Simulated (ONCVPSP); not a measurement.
Configuration tests for germanium (Ge) (ONCV)

ONCVPSP 4.0.1 input, shortened (lines: element, Z, core and valence counts, functional; n l f; lmax; l rc ep ncon nbas qcut; lloc lpopt rc5 dvloc0; l nproj debl; icmod fcfact rcfact), PBE, scalar-relativistic:

```
  Ge 32.00    3    5        4      upf
    1    0    2.00
    2    0    2.00
    2    1    6.00
    3    0    2.00
    3    1    6.00
    3    2   10.00
    4    0    2.00
    4    1    2.00
    2
    0    1.00    0.00    5    8   15.80
    1    1.25    0.00    4    7   13.80
    2    0.75    0.00    5   10   19.90
    4    5    0.65    3.00
    0    2    2.10
    1    2    3.30
    2    2    0.60
    1    0.30    0.00
```

In the d channel the program set the typed energies aside and used -1.077, 0.250 Ha.

Energies are relative to the spin-unpolarised reference configuration 3s2 3p6 3d10 4s2 4p2; without spin polarisation the order of configurations can differ from experiment.

```json
{"valence configuration": "3s2 3p6 3d10 4s2 4p1", "charge": "+1", "ΔE all-electron (eV)": "7.444", "error AE − PS (meV)": "-0.2"}
{"valence configuration": "3s2 3p6 3d10 4s2 4p0", "charge": "+2", "ΔE all-electron (eV)": "22.884", "error AE − PS (meV)": "-1.0"}
{"valence configuration": "3s2 3p6 3d10 4s1 4p0", "charge": "+3", "ΔE all-electron (eV)": "57.675", "error AE − PS (meV)": "-2.9"}
{"valence configuration": "3s2 3p6 3d10 4s2 4p1.5", "charge": "+0.5", "ΔE all-electron (eV)": "2.802", "error AE − PS (meV)": "0.0"}
```
